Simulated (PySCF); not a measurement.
PySCF 2.14 output of an unrestricted wB97X-V calculation on a single atom or ion in aug-cc-pVTZ-PP with one added diffuse shell each of s, p, d, f, g type with ECP28MDF (7s7p6d4f3g, 113 functions), with scalar relativity through the core potential:

```
SCF conv_tol = 1e-09
number electrons alpha = 8  beta = 5
    N. Mardirossian and M. Head-Gordon.,  Phys. Chem. Chem. Phys. 16, 9904-9924 (2014)
cycle= 1 E= -56.5742784099015  delta_E= -0.00539  |g|= 0.0193  |ddm|= 0.259
cycle= 2 E= -56.5749125962914  delta_E= -0.000634  |g|= 0.00807  |ddm|= 0.052
cycle= 3 E= -56.5750153503706  delta_E= -0.000103  |g|= 0.00293  |ddm|= 0.0359
cycle= 4 E= -56.5750406079769  delta_E= -2.53e-05  |g|= 0.000516  |ddm|= 0.0154
cycle= 5 E= -56.5750414288843  delta_E= -8.21e-07  |g|= 3.7e-05  |ddm|= 0.00435
cycle= 6 E= -56.5750414347632  delta_E= -5.88e-09  |g|= 7.84e-06  |ddm|= 0.000478
cycle= 7 E= -56.575041434989  delta_E= -2.26e-10  |g|= 1.73e-06  |ddm|= 6.6e-05
converged SCF energy = -56.575041434989  <S^2> = 3.755589  2S+1 = 4.0027935
```

The run itself started from symmetry-adapted Hartree-Fock orbitals and held the occupation by maximum overlap, on a logarithmic radial grid, so the iterations belong to that start.

**Question.** Which element, charge and spin multiplicity is this?

**Answer.** Nb (niobium, neutral), multiplicity 4; the state was [Kr] 4d3 5s2, high-spin 4F determinant (an excited configuration).

Energies and moments cover only the electrons outside the core potential.
